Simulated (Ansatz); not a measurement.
System: CNiO (charge 0, singlet). 
Geometry from a B3LYP-D3(BJ)/def2-TZVP (Ansatz, an electronic-structure program) optimisation:
```
C
O 1 1.1478
Ni 1 1.6803 2 180.00
```

Wanted: vertical electron affinity (to the doublet state of charge -1; a negative value means that the extra electron is unbound and the number depends on the basis; each state is the SCF solution reached for its spin; the UHF <S^2> is 1.66 for the doublet (pure: 0.75); for the doublet T1 is 0.117; for the singlet the Hartree-Fock reference is unstable and T1 is 0.047), in eV. Cores are frozen in the correlated levels unless marked. UHF or UKS for open shells. No spin-orbit coupling. Frozen are the shells of the preceding noble gas and the d and f shells that filled before the atom's block. Non-relativistic. Anions need diffuse functions: def2-D sets add few.  The program attaches cautions to a run behind CCSD/def2-SVPD: large difference.

```tsv
level	program	vertical electron affinity (eV)
r2SCAN/def2-TZVPD	Ansatz	0.65
B3LYP/def2-TZVPD	Ansatz	0.48
PBE0/def2-TZVPD	Ansatz	0.42
BHLYP/def2-TZVPD	Ansatz	0.33
CAM-B3LYP/def2-TZVPD	Ansatz	0.41
wB97M-V/def2-TZVPD	Ansatz	0.17
wB97X-V/def2-TZVPD	Ansatz	0.24
wB97X/def2-TZVPD	Ansatz	0.19
CCSD/def2-SVPD	Ansatz	0.67
```
